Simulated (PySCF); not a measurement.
**Assigning NMR signals**

Atom-mapped SMILES (the numbers label the heavy atoms): `[CH2:1]=[CH:2][c:3]1[cH:4][cH:5][c:6]([F:7])[cH:8][cH:9]1`. Hydrogens are named by the atom that carries them. Ha(C1) is cis to C3; Hb(C1) is trans to C3.

How the numbers were obtained: PBE0-D3(BJ)/def2-SVP geometry, GIAO PBE0/pcSseg-1 shieldings, J couplings at B3LYP/pcJ-1 (spin–dipole term only in couplings to heteroatoms), in PySCF 2.14 (no relativistic terms, no solvent model, fast rotation and ring inversion assumed for equivalent nuclei, a single conformation).

Chemical shifts δ = σref − σ; TMS for $^{13}$C (σ = 184.41 ppm) and $^{1}$H (σ = 31.27 ppm), all at this level.

Question: Assign these signals to the numbered atoms. $^{13}$C{$^{1}$H} NMR (computed): δ 170.2 (C, d, J = 317.9 Hz), 143.4 (CH), 136.4 (C), 133.3 (CH, d, J = 5.1 Hz), 120.6 (CH, d, J = 19.6 Hz), 118.2 (CH2).

Answer: 
```tsv
δ (ppm)	atoms	environment	reason
170.2	C6	aromatic carbon bearing fluorine	σ withdrawal by the attached heteroatom moves it downfield of the ring CH carbons
143.4	C2	alkene CH	an sp2 carbon of a C=C bond
136.4	C3	substituted aromatic carbon	–
133.3	C4/C9	aromatic CH	the aromatic region
120.6	C5/C8	aromatic CH	–
118.2	C1	terminal =CH2 carbon	as expected for a trigonal carbon in a double bond
```

Question: Assign these signals to the numbered atoms. $^{1}$H NMR (400 MHz, computed): δ 7.53 (dd, J = 9.7, 4.9 Hz, 2H), 7.10 (dd, J = 9.7, 8.6 Hz, 2H), 6.58 (dd, J = 19.0, 12.4 Hz, 1H), 6.08 (d, J = 19.0 Hz, 1H), 5.52 (d, J = 12.4 Hz, 1H).

Answer: 
| δ (ppm) | atoms | environment | reason |
| --- | --- | --- | --- |
| 7.53 | H(C4)/H(C9) | hydrogen on an aromatic CH | the ring current deshields protons in the ring plane |
| 7.10 | H(C5)/H(C8) | hydrogen on an aromatic CH | – |
| 6.58 | H(C2) | hydrogen on an alkene CH | olefinic region |
| 6.08 | Ha(C1) | hydrogen on a terminal =CH2 carbon | olefinic region |
| 5.52 | Hb(C1) | hydrogen on a terminal =CH2 carbon | – |

C–F couplings over four or more bonds (about 3 Hz to the para carbon of a fluoroarene) are left out. Common functionals overestimate the size of one-bond C–F couplings by tens of Hz; these are unscaled. Splittings below 1 Hz are ignored in the labels, and close J values are merged. Couplings among chemically equivalent protons are left out too, so labels in AA′BB′ or AA′XX′ sets are apparent multiplicities. Unscaled 3J(H,H) at this level run about 10 % above measured values. Shifts are as computed. Against solution values, carbons near 30 ppm lie about +2 ppm off and those near 130 ppm about +5 ppm. Of 1211 compounds with measured shifts, 218 miss one by over three times the rms of a fit or turn the order of signals round; such compounds aren't used in these exercises.
